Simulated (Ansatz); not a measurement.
This geometry of BFH2O + ClH (7 atoms, charge 0, multiplicity 1) is a first-order saddle point.

Computed with Ansatz 0.2.0, RKS B3LYP-D4/def2-SVP.

```xyz
7
Properties=species:S:1:pos:R:3
B 0.050 0.090 0.138
O -0.079 -0.051 1.620
H -0.986 -0.311 1.857
H 1.128 -0.127 -0.330
F -1.073 -0.199 -0.512
Cl 0.099 2.315 0.561
H -0.012 1.168 1.625
```

Problem. Which two structures does it join? (They come from a converged band through this point; their orientation in space is the band's.)

Solution. Bonds broken: Cl6–H7. Bonds formed: B1–Cl6, O2–H7. BFH2O + ClH becomes BClFH3O.

Image 0:

```xyz
7
Properties=species:S:1:pos:R:3
B -0.163 -0.404 -0.024
O -0.441 0.107 1.199
H -1.111 -0.385 1.697
H 0.649 0.136 -0.722
F -0.794 -1.500 -0.433
Cl 0.751 3.062 1.625
H 0.237 1.868 1.619
```

Image 6:

```xyz
7
Properties=species:S:1:pos:R:3
B 0.093 0.405 0.023
O -0.066 0.019 1.694
H -0.916 -0.451 1.775
H 1.106 -0.147 -0.318
F -1.084 -0.074 -0.460
Cl 0.178 2.247 0.119
H -0.182 0.886 2.126
```

Problem. How far does it lie above each of them?

Solution. 21.5 kcal/mol above the first and 14.3 kcal/mol above the second. This is the barrier of this one path; another mechanism may lie lower. The orbitals stay closed-shell, which can raise the energy where a bond breaks towards radicals; this wasn't checked here.

Run time: 3.7 min on 1 thread of Arm Neoverse V1, with other jobs on the host, peak memory 0.16 GiB.
